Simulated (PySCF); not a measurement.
A series of related molecules.

All values: wB97X-D/def2-SVPD (PySCF) at PBE0-D3(BJ)/def2-SVP geometries, gas phase, one conformer each. Core orbitals are frozen in the response; Δα² is half the sum of the squared differences of the principal polarisabilities.

**Question.** Rank by dipole moment, highest first.
A. `[BH2:1][NH:2][CH:3]1[CH2:4][CH2:5][CH2:6]1` with B1–N2–C3–C4 129°, N2–C3–C4–C5 144°, C3–C4–C5–C6 -20°, C4–C5–C6–C3 20°, N2–C3–C6–C5 -144°
B. `BNB(C)C`
C. `[BH2:1][NH:2][CH2:3][CH:4]=[CH2:5]` with B1–N2–C3–C4 -114°, N2–C3–C4–C5 8°

**Answer.** A (2.03 D), C (1.85 D), B (1.21 D).

**Question.** Rank by vertical ionisation energy (ΔSCF), highest first.
A. `B(NB)(C)C`
B. `BNC1CCC1`
C. `BNc1ccccc1`
D. `BNC1CC1`

**Answer.** A (10.92 eV), B (9.66 eV), D (9.26 eV), C (8.43 eV).

**Question.** Rank by HOMO–LUMO gap, lowest first.
A. `N(B)B(C)C`
B. `BNCC=C`
C. `BNC1CC1`
D. `BNC1=CC=CC=C1`

**Answer.** D (9.25 eV), C (11.20 eV), B (11.45 eV), A (11.70 eV).

All values together:

| SMILES | formula | μ (D) | HOMO (eV) | LUMO (eV) | α (Å³) | Δα (Å³) | electrons | α per electron (Å³) | ΔSCF removal energy (eV) |
| --- | --- | --- | --- | --- | --- | --- | --- | --- | --- |
| BNCC=C | C3H8BN | 1.85 | -9.47 | 1.98 | 9.08 | 2.61 | 38 | 0.239 | 9.78 |
| BNc1ccccc1 | C6H8BN | 1.30 | -8.35 | 0.90 | 13.97 | 9.67 | 56 | 0.250 | 8.43 |
| BNB(C)C | C2H9B2N | 1.21 | -10.64 | 1.06 | 9.29 | 3.37 | 38 | 0.244 | 10.92 |
| BNC1CCC1 | C4H10BN | 2.03 | -9.51 | 2.15 | 10.48 | 3.46 | 46 | 0.228 | 9.66 |
| BNC1CC1 | C3H8BN | 2.01 | -9.04 | 2.16 | 8.82 | 3.37 | 38 | 0.232 | 9.26 |

Conformers: `[BH2:1][NH:2][CH2:3][CH:4]=[CH2:5]` with B1–N2–C3–C4 -114°, N2–C3–C4–C5 8°; `[BH2:1][NH:2][c:3]1[cH:4][cH:5][cH:6][cH:7][cH:8]1` with B1–N2–C3–C4 8°; `[BH2:1][NH:2][CH:3]1[CH2:4][CH2:5][CH2:6]1` with B1–N2–C3–C4 129°, N2–C3–C4–C5 144°, C3–C4–C5–C6 -20°, C4–C5–C6–C3 20°, N2–C3–C6–C5 -144°; `[BH2:1][NH:2][CH:3]1[CH2:4][CH2:5]1` with B1–N2–C3–C4 144°.

**Question.** By how much does the ΔSCF value exceed −ε(HOMO) over the species that have both?

**Answer.** By 0.07 to 0.31 eV, 0.20 eV on average, over 5 species.
